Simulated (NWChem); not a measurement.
System: C4H4ClF; SMILES Cl/C(F)=C/C=C

Excerpt of the output:

```
             Northwest Computational Chemistry Package (NWChem) 7.3.0
             --------------------------------------------------------

                             Geometry "geometry" -> ""
                             -------------------------

 Output coordinates in angstroms (scale by  1.889725989 to convert to a.u.)

  No.       Tag          Charge          X              Y              Z
 ---- ---------------- ---------- -------------- -------------- --------------
    1 C                    6.0000     0.48131200    -3.10830800     0.00000000
    2 C                    6.0000    -0.18595900    -1.93063400     0.00000000
    3 C                    6.0000     0.45903100    -0.63104100     0.00000000
    4 C                    6.0000    -0.21838500     0.54163000     0.00000000
    5 F                    9.0000    -1.55224500     0.60362000     0.00000000
    6 Cl                  17.0000     0.51949000     2.10230200     0.00000000
    7 H                    1.0000     1.58290500    -3.14474400     0.00000000
    8 H                    1.0000    -0.05509100    -4.06843300     0.00000000
    9 H                    1.0000    -1.28892200    -1.93273500     0.00000000
   10 H                    1.0000     1.55735800    -0.57353500     0.00000000

 Effective nuclear repulsion energy (a.u.)     259.1731022260

                              NWChem Property Module
                              ----------------------

  itol2e modified to match energy
  convergence criterion.

                                 NWChem DFT Module
                                 -----------------

 Summary of "ao basis" -> "ao basis" (spherical)
 ------------------------------------------------------------------------------
       Tag                 Description            Shells   Functions and Types
 ---------------- ------------------------------  ------  ---------------------
 C                          iglo-ii                 10       22   5s4p1d
 F                          iglo-ii                 10       22   5s4p1d
 Cl                         iglo-ii                 15       35   7s6p2d
 H                          iglo-ii                  4        6   3s1p

  itol2e modified to match energy
  convergence criterion.

            General Information
            -------------------
          SCF calculation type: DFT
          Wavefunction type:  closed shell.
          No. of atoms     :    10
          No. of electrons :    54
           Alpha electrons :    27
            Beta electrons :    27
          Charge           :     0
          Spin multiplicity:     1
          Use of symmetry is: off; symmetry adaption is: off
          Maximum number of iterations: 150
          AO basis - number of functions:   169
                     number of shells:    81
          Convergence on energy requested:  1.00D-07
          Convergence on density requested:  1.00D-05
          Convergence on gradient requested:  5.00D-04

              XC Information
              --------------
                         PBE0 Method XC Functional
                     Hartree-Fock (Exact) Exchange  0.250
          PerdewBurkeErnzerhof Exchange Functional  0.750
            Perdew 1991 LDA Correlation Functional  1.000 local
           PerdewBurkeErnz. Correlation Functional  1.000 non-local

             Grid Information
             ----------------
          Grid used for XC integration:  fine
          Radial quadrature: Mura-Knowles
          Angular quadrature: Lebedev.
          Tag              B.-S. Rad. Rad. Pts. Rad. Cut. Ang. Pts.
          ---              ---------- --------- --------- ---------
          C                   0.70       70          12.0       590
          F                   0.50       70          13.0       590
          Cl                  1.00      123          15.0       770
          H                   0.35       60          13.0       590
          Grid pruning is: on
          Number of quadrature shells:   713
          Spatial weights used:  Erf1

      Superposition of Atomic Density Guess
      -------------------------------------

 Sum of atomic energies:        -711.51440899

      Non-variational initial energy
      ------------------------------

 Total energy =    -714.325504
 1-e energy   =   -1493.359709
 2-e energy   =     519.861102
 HOMO         =      -0.231637
 LUMO         =      -0.011491

   convergence    iter        energy       DeltaE   RMS-Dens  Diis-err
 ---------------- ----- ----------------- --------- --------- ---------
 d= 0,ls=0.0,diis     1   -714.2896400711 -9.73D+02  6.87D-03  2.48D+00
 d= 0,ls=0.0,diis     2   -714.1084467001  1.81D-01  6.06D-03  2.91D+00
 d= 0,ls=0.0,diis     3   -714.3708799818 -2.62D-01  2.46D-03  4.30D-01
 d= 0,ls=0.0,diis     4   -714.4218612878 -5.10D-02  7.75D-04  4.93D-02
 d= 0,ls=0.0,diis     5   -714.4278002339 -5.94D-03  1.71D-04  4.02D-03
  Resetting Diis
 d= 0,ls=0.0,diis     6   -714.4281204409 -3.20D-04  5.08D-05  1.74D-04
 d= 0,ls=0.0,diis     7   -714.4281390503 -1.86D-05  4.09D-05  2.14D-05
 d= 0,ls=0.0,diis     8   -714.4281351468  3.90D-06  2.34D-05  5.19D-05
 d= 0,ls=0.0,diis     9   -714.4281419004 -6.75D-06  2.77D-06  6.84D-07
 d= 0,ls=0.0,diis    10   -714.4281419813 -8.09D-08  5.60D-07  1.92D-08

         Total DFT energy =     -714.428141981311
      One electron energy =    -1496.574409768989
           Coulomb energy =      584.341931668237
    Exchange-Corr. energy =      -61.368766106602
 Nuclear repulsion energy =      259.173102226042

 Numeric. integr. density =       54.000002785325

                       DFT Final Molecular Orbital Analysis
                       ------------------------------------

 Vector   25  Occ=2.000000D+00  E=-3.529999D-01
              MO Center=  4.3D-01,  1.7D+00, -1.7D-09, r^2= 2.4D+00
   Bfn.  Coefficient  Atom+Function         Bfn.  Coefficient  Atom+Function
  ----- ------------  ---------------      ----- ------------  ---------------
   133      0.478435   6 Cl px              130      0.468192   6 Cl px
   134     -0.239846   6 Cl py              131     -0.233228   6 Cl py
   124     -0.137387   6 Cl px               57     -0.087118   3 C  py
   121     -0.073648   6 Cl px              125      0.068485   6 Cl py
   101      0.068028   5 F  py              100      0.062998   5 F  px

 Vector   26  Occ=2.000000D+00  E=-3.391611D-01
              MO Center=  2.3D-01, -9.1D-01,  2.6D-09, r^2= 4.5D+00
   Bfn.  Coefficient  Atom+Function         Bfn.  Coefficient  Atom+Function
  ----- ------------  ---------------      ----- ------------  ---------------
   135     -0.280215   6 Cl pz              132     -0.262915   6 Cl pz
    36      0.257313   2 C  pz               58      0.210832   3 C  pz
    14      0.179298   1 C  pz               33      0.149951   2 C  pz
    39      0.131976   2 C  pz               55      0.119081   3 C  pz
    61      0.115370   3 C  pz               11      0.109205   1 C  pz

[...]

          -----------------------------------------
          Chemical Shielding Tensors (GIAO, in ppm)
          -----------------------------------------

                                NWChem CPHF Module
                                ------------------

  scftype          =     RHF
  nclosed          =       27
  nopen            =        0
  variables        =     3834
  # of vectors     =        3
  tolerance        = 0.10D-03
  level shift      = 0.00D+00
  max iterations   =       50
  max subspace     =       30

 SCF residual:    5.3147159323145095E-005

Iterative solution of linear equations
  No. of variables     3834
  No. of equations        3
  Maximum subspace       30
        Iterations       50
       Convergence  1.0D-04

   iter   nsub   residual    time
   ----  ------  --------  ---------
     1      3    5.41D-01     152.6
     2      6    2.83D-02     165.4
     3      9    3.04D-03     179.6
     4     12    1.94D-04     196.1
     5     15    1.95D-05     209.8

      Atom:    1  C
        Diamagnetic
    256.8577     -4.2258     -0.0000
     -4.2258    264.5355      0.0000
     -0.0000      0.0000    238.7714

        Paramagnetic
   -269.4987    -45.6010      0.0000
    -45.6010   -225.0423     -0.0000
      0.0000     -0.0000    -79.5063

        Total Shielding Tensor
    -12.6410    -49.8269      0.0000
    -49.8269     39.4932     -0.0000
      0.0000     -0.0000    159.2651

           isotropic =      62.0391
          anisotropy =     145.8390

          Principal Components and Axis System
                 1           2           3
              159.2651     69.6596    -42.8074

      1         0.0000     -0.5179      0.8554
      2        -0.0000      0.8554      0.5179
      3         1.0000      0.0000     -0.0000

      Atom:    2  C
        Diamagnetic
    251.8265      1.1325     -0.0000
      1.1325    270.4558      0.0000
     -0.0000      0.0000    233.8636

        Paramagnetic
   -300.0857    -46.3523     -0.0000
    -46.3523   -240.4308     -0.0000
     -0.0000     -0.0000    -67.6986

        Total Shielding Tensor
    -48.2592    -45.2198     -0.0000
    -45.2198     30.0251     -0.0000
     -0.0000     -0.0000    166.1650

           isotropic =      49.3103
          anisotropy =     175.2821

          Principal Components and Axis System
                 1           2           3
              166.1650    -68.9246     50.6904

      1        -0.0000      0.9095     -0.4157
      2        -0.0000      0.4157      0.9095
      3         1.0000      0.0000      0.0000

      Atom:    3  C
        Diamagnetic
    254.7109     -1.4600     -0.0000
     -1.4600    272.6724      0.0000
     -0.0000      0.0000    234.5372

        Paramagnetic
   -268.5222    -20.7415      0.0000
    -20.7415   -181.8996      0.0000
      0.0000      0.0000   -103.9597

        Total Shielding Tensor
    -13.8113    -22.2014     -0.0000
    -22.2014     90.7728      0.0000
     -0.0000      0.0000    130.5776

           isotropic =      69.1797
          anisotropy =      92.0968

          Principal Components and Axis System
                 1           2           3
              130.5776     95.2906    -18.3291

      1        -0.0000     -0.1994      0.9799
      2         0.0000      0.9799      0.1994
      3         1.0000     -0.0000      0.0000

      Atom:    4  C
        Diamagnetic
    255.3440      3.5877     -0.0000
      3.5877    264.1332      0.0000
     -0.0000      0.0000    225.6250

        Paramagnetic
   -266.5281    -61.9187      0.0000
    -61.9187   -229.7945      0.0000
      0.0000      0.0000   -175.5893

        Total Shielding Tensor
    -11.1841    -58.3310      0.0000
    -58.3310     34.3387      0.0000
      0.0000      0.0000     50.0357

           isotropic =      24.3968
          anisotropy =      74.6927

          Principal Components and Axis System
                 1           2           3
               74.1919    -51.0373     50.0357

      1        -0.5641      0.8257     -0.0000
      2         0.8257      0.5641      0.0000
      3        -0.0000     -0.0000      1.0000

      Atom:    5  F
        Diamagnetic
    493.1965      1.1402      0.0000
      1.1402    465.6220      0.0000
      0.0000      0.0000    463.7176

        Paramagnetic
   -237.6885      6.8822     -0.0000
      6.8822   -285.1528      0.0000
     -0.0000      0.0000   -165.7103

        Total Shielding Tensor
    255.5080      8.0225     -0.0000
      8.0225    180.4692      0.0000
     -0.0000      0.0000    298.0074

           isotropic =     244.6615
          anisotropy =      80.0188

          Principal Components and Axis System
                 1           2           3
              298.0074    256.3561    179.6211

      1        -0.0000      0.9945     -0.1051
      2         0.0000      0.1051      0.9945
      3         1.0000      0.0000     -0.0000

      Atom:    6  Cl
        Diamagnetic
   1145.7743      4.7246      0.0000
      4.7246   1152.5846      0.0000
      0.0000      0.0000   1142.2263

        Paramagnetic
   -546.5496    188.3978      0.0000
    188.3978   -238.5153      0.0000
      0.0000      0.0000   -671.3418

        Total Shielding Tensor
    599.2247    193.1223      0.0000
    193.1223    914.0692      0.0000
      0.0000      0.0000    470.8845

           isotropic =     661.3928
          anisotropy =     516.6131

          Principal Components and Axis System
                 1           2           3
             1005.8016    507.4924    470.8845

      1         0.4291      0.9033      0.0000
      2         0.9033     -0.4291     -0.0000
      3         0.0000     -0.0000      1.0000

      Atom:    7  H
        Diamagnetic
     39.3562     -2.9612     -0.0000
     -2.9612     28.7822      0.0000
     -0.0000      0.0000     22.4735

        Paramagnetic
    -14.9956      0.2972      0.0000
      0.2972     -0.1516     -0.0000
      0.0000     -0.0000      2.8974

        Total Shielding Tensor
     24.3606     -2.6640      0.0000
     -2.6640     28.6306     -0.0000
      0.0000     -0.0000     25.3709

           isotropic =      26.1207
          anisotropy =       5.6834

          Principal Components and Axis System
                 1           2           3
               29.9096     25.3709     23.0816

      1        -0.4328     -0.0000      0.9015
      2         0.9015      0.0000      0.4328
      3        -0.0000      1.0000      0.0000

      Atom:    8  H
        Diamagnetic
     27.8346      5.2006     -0.0000
      5.2006     39.8958      0.0000
     -0.0000      0.0000     23.2569

        Paramagnetic
     -3.3084     -7.1295      0.0000
     -7.1295    -11.1439     -0.0000
      0.0000     -0.0000      2.0005

        Total Shielding Tensor
     24.5261     -1.9289      0.0000
     -1.9289     28.7519      0.0000
      0.0000      0.0000     25.2574

           isotropic =      26.1785
          anisotropy =       4.9822

          Principal Components and Axis System
                 1           2           3
               29.4999     25.2574     23.7781

      1        -0.3616      0.0000      0.9323
      2         0.9323      0.0000      0.3616
      3         0.0000      1.0000     -0.0000

      Atom:    9  H
        Diamagnetic
     39.2295      1.1272     -0.0000
      1.1272     29.8675      0.0000
     -0.0000      0.0000     20.3097

        Paramagnetic
    -16.4131     -2.3014      0.0000
     -2.3014     -0.9585     -0.0000
      0.0000     -0.0000      2.3304

        Total Shielding Tensor
     22.8164     -1.1743     -0.0000
     -1.1743     28.9090      0.0000
     -0.0000      0.0000     22.6402

           isotropic =      24.7885
          anisotropy =       6.5085

          Principal Components and Axis System
                 1           2           3
               29.1275     22.6402     22.5979

      1        -0.1829     -0.0000      0.9831
      2         0.9831     -0.0000      0.1829
      3         0.0000      1.0000      0.0000

      Atom:   10  H
        Diamagnetic
     39.3729     -0.2193     -0.0000
     -0.2193     30.0844      0.0000
     -0.0000      0.0000     19.0105

        Paramagnetic
    -15.4186     -1.0090      0.0000
     -1.0090      0.3585      0.0000
      0.0000      0.0000      3.9944

        Total Shielding Tensor
     23.9543     -1.2283     -0.0000
     -1.2283     30.4430      0.0000
     -0.0000      0.0000     23.0049

           isotropic =      25.8007
          anisotropy =       7.3004

          Principal Components and Axis System
                 1           2           3
               30.6677     23.7296     23.0049

      1        -0.1800      0.9837      0.0000
      2         0.9837      0.1800      0.0000
      3         0.0000     -0.0000      1.0000
```

Level: PBE0/IGLO-II, GIAO. Geometry: optimised at PBE-D3(BJ)/def2-SVP. The printed shielding anisotropy is the first printed principal value minus the mean of the other two.

Which NWChem input produces such a log?

Several could match; the one computed here: the input that was run:
```
start job
memory heap 200 mb stack 900 mb global 1100 mb
geometry units angstroms noautosym nocenter noautoz
  C      0.481312    -3.108308     0.000000
  C     -0.185959    -1.930634     0.000000
  C      0.459031    -0.631041     0.000000
  C     -0.218385     0.541630     0.000000
  F     -1.552245     0.603620     0.000000
  Cl     0.519490     2.102302     0.000000
  H      1.582905    -3.144744     0.000000
  H     -0.055091    -4.068433     0.000000
  H     -1.288922    -1.932735     0.000000
  H      1.557358    -0.573535     0.000000
end
basis spherical
  * library iglo-ii
end
dft
  xc pbe0
  iterations 150
end
property
  shielding
end
task dft property
```
